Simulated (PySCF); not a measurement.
C₅H₁₅Si₂ (SMILES C[Si](C)[Si](C)(C)C), doublet, at a GFN2-xTB geometry; DF-R2SCAN/6-31+G* (PySCF).

Input for PySCF:
```python
from pyscf import gto, scf, dft

mol = gto.M(
    atom='''
C     2.174466   -1.128781    1.194359
Si    1.297621    0.346148    0.339385
C     2.324098    0.701249   -1.240331
Si   -0.964328    0.026730   -0.039359
C    -1.490357   -1.422906   -1.190331
C    -1.827972   -0.264014    1.640943
C    -1.685004    1.623798   -0.803448
H     1.654943   -1.420996    2.101927
H     2.201089   -1.995419    0.536392
H     3.199931   -0.892932    1.464084
H     2.347623   -0.172341   -1.889169
H     1.897191    1.521687   -1.809205
H     3.352615    0.962400   -1.008180
H    -1.141848   -2.374961   -0.798667
H    -2.569746   -1.491628   -1.304573
H    -1.063547   -1.303784   -2.182746
H    -1.624963    0.547716    2.332082
H    -1.485931   -1.183039    2.106508
H    -2.905732   -0.336911    1.528759
H    -1.253156    1.823984   -1.779008
H    -2.761243    1.554708   -0.931344
H    -1.484698    2.485147   -0.174374
''',
    basis='6-31+g*',
    charge=0,
    spin=1,
    verbose=4,
)

mf = dft.UKS(mol)
mf.xc = 'r2scan'
mf = mf.density_fit(auxbasis='def2-universal-jkfit')
mf.kernel()
```

Task: What does PySCF print? Leave out banner, timings and long lists.

Result: 
```
PySCF version 2.14.0

[INPUT] verbose = 4
[INPUT] num. atoms = 22
[INPUT] num. electrons = 73
[INPUT] charge = 0
[INPUT] spin (= nelec alpha-beta = 2S) = 1
[INPUT] symmetry False subgroup None
[INPUT] Mole.unit = angstrom
[INPUT] Symbol           X                Y                Z      unit          X                Y                Z       unit  Magmom
[INPUT]  1 C      2.174466000000  -1.128781000000   1.194359000000 AA    4.109145207178  -2.133086944613   2.257011404409 Bohr   0.0
[INPUT]  2 Si     1.297621000000   0.346148000000   0.339385000000 AA    2.452148303484   0.654124918566   0.641344700786 Bohr   0.0
[INPUT]  3 C      2.324098000000   0.701249000000  -1.240331000000 AA    4.391908706649   1.325168555125  -2.343885893808 Bohr   0.0
[INPUT]  4 Si    -0.964328000000   0.026730000000  -0.039359000000 AA   -1.822315814250   0.050512379310  -0.074377730537 Bohr   0.0
[INPUT]  5 C     -1.490357000000  -1.422906000000  -1.190331000000 AA   -2.816366557828  -2.688902641000  -2.249399587580 Bohr   0.0
[INPUT]  6 C     -1.827972000000  -0.264014000000   1.640943000000 AA   -3.454366443373  -0.498914153051   3.100932856022 Bohr   0.0
[INPUT]  7 C     -1.685004000000   1.623798000000  -0.803448000000 AA   -3.184196078797   3.068533501616  -1.518296675330 Bohr   0.0
[INPUT]  8 H      1.654943000000  -1.420996000000   2.101927000000 AA    3.127389021766  -2.685293264102   3.972066363829 Bohr   0.0
[INPUT]  9 H      2.201089000000  -1.995419000000   0.536392000000 AA    4.159455385793  -3.770795413753   1.013633975408 Bohr   0.0
[INPUT] 10 H      3.199931000000  -0.892932000000   1.464084000000 AA    6.046993207506  -1.687396927860   2.766717783358 Bohr   0.0
[INPUT] 11 H      2.347623000000  -0.172341000000  -1.889169000000 AA    4.436364513730  -0.325677290034  -3.570012013018 Bohr   0.0
[INPUT] 12 H      1.897191000000   1.521687000000  -1.809205000000 AA    3.585171395990   2.875571677311  -3.418901953194 Bohr   0.0
[INPUT] 13 H      3.352615000000   0.962400000000  -1.008180000000 AA    6.335524151109   1.818672422281  -1.905184084264 Bohr   0.0
[INPUT] 14 H     -1.141848000000  -2.374961000000  -0.798667000000 AA   -2.157779995882  -4.488025846523  -1.509261894728 Bohr   0.0
[INPUT] 15 H     -2.569746000000  -1.491628000000  -1.304573000000 AA   -4.856116149697  -2.818768399733  -2.465285679502 Bohr   0.0
[INPUT] 16 H     -1.063547000000  -1.303784000000  -2.182746000000 AA   -2.009812550603  -2.463794685590  -4.124792139490 Bohr   0.0
[INPUT] 17 H     -1.624963000000   0.547716000000   2.332082000000 AA   -3.070735032552   1.035033234042   4.406996280028 Bohr   0.0
[INPUT] 18 H     -1.485931000000  -1.183039000000   2.106508000000 AA   -2.808002630001  -2.235619704679   3.980723199205 Bohr   0.0
[INPUT] 19 H     -2.905732000000  -0.336911000000   1.528759000000 AA   -5.491037671385  -0.636669518353   2.888935820464 Bohr   0.0
[INPUT] 20 H     -1.253156000000   1.823984000000  -1.779008000000 AA   -2.368121631355   3.446830215589  -3.361837893410 Bohr   0.0
[INPUT] 21 H     -2.761243000000   1.554708000000  -0.931344000000 AA   -5.217993033372   2.937972323670  -1.759985087757 Bohr   0.0
[INPUT] 22 H     -1.484698000000   2.485147000000  -0.174374000000 AA   -2.805672597689   4.696247209284  -0.329519103245 Bohr   0.0

nuclear repulsion = 450.813136742879
number of shells = 90
number of NR pGTOs = 325
number of NR cGTOs = 164
basis = 6-31+g*
ecp = {}

******** <class 'pyscf.df.df_jk.DFUKS'> ********
method = DFUKS
initial guess = minao
damping factor = 0
level_shift factor = 0
DIIS = <class 'pyscf.scf.diis.CDIIS'>
diis_start_cycle = 1
diis_space = 8
diis_damp = 0
SCF conv_tol = 1e-09
SCF conv_tol_grad = None
SCF max_cycles = 50
direct_scf = False
number electrons alpha = 37  beta = 36
XC library pyscf.dft.libxc version 7.1.2
    S. Lehtola, C. Steigemann, M. J. T. Oliveira, and M. A. L. Marques,  SoftwareX 7, 1–5 (2018)
XC functionals = r2scan
    J. W. Furness, A. D. Kaplan, J. Ning, J. P. Perdew, and J. Sun,  J. Phys. Chem. Lett. 11, 8208–8215 (2020)
    J. W. Furness, A. D. Kaplan, J. Ning, J. P. Perdew, and J. Sun,  J. Phys. Chem. Lett. 11, 9248–9248 (2020)
    J. W. Furness, A. D. Kaplan, J. Ning, J. P. Perdew, and J. Sun,  J. Phys. Chem. Lett. 11, 8208–8215 (2020)
    J. W. Furness, A. D. Kaplan, J. Ning, J. P. Perdew, and J. Sun,  J. Phys. Chem. Lett. 11, 9248–9248 (2020)
radial grids:
    Treutler-Ahlrichs [JCP 102, 346 (1995); DOI:10.1063/1.469408] (M4) radial grids

becke partition: Becke, JCP 88, 2547 (1988); DOI:10.1063/1.454033
pruning grids: <function nwchem_prune>
grids dens level: 3
symmetrized grids: False
atomic radii adjust function: <function treutler_atomic_radii_adjust>
small_rho_cutoff = 0
Set gradient conv threshold to 3.16228e-05
tot grids = 256072
init E= -778.15535243288

cycle= 1 E= -778.158223838033  delta_E= -0.00287  |g|= 0.563  |ddm|= 3.04
cycle= 2 E= -778.003405120957  delta_E= 0.155  |g|= 0.756  |ddm|= 1.55
cycle= 3 E= -778.32980547797  delta_E= -0.326  |g|= 0.0456  |ddm|= 0.923
cycle= 4 E= -778.331173502417  delta_E= -0.00137  |g|= 0.0195  |ddm|= 0.189
cycle= 5 E= -778.331422212111  delta_E= -0.000249  |g|= 0.00643  |ddm|= 0.0499
cycle= 6 E= -778.331445323495  delta_E= -2.31e-05  |g|= 0.00156  |ddm|= 0.0124
cycle= 7 E= -778.331446885895  delta_E= -1.56e-06  |g|= 0.000531  |ddm|= 0.00417
cycle= 8 E= -778.331447101946  delta_E= -2.16e-07  |g|= 0.000139  |ddm|= 0.00164
cycle= 9 E= -778.331447121562  delta_E= -1.96e-08  |g|= 5.78e-05  |ddm|= 0.000647
cycle= 10 E= -778.33144712471  delta_E= -3.15e-09  |g|= 2.72e-05  |ddm|= 0.000219
cycle= 11 E= -778.331447125272  delta_E= -5.63e-10  |g|= 1.09e-05  |ddm|= 8.82e-05
Extra cycle  E= -778.331447125292  delta_E= -1.96e-11  |g|= 1.16e-05  |ddm|= 3.49e-05
converged SCF energy = -778.331447125292  <S^2> = 0.75461846  2S+1 = 2.0046131
```
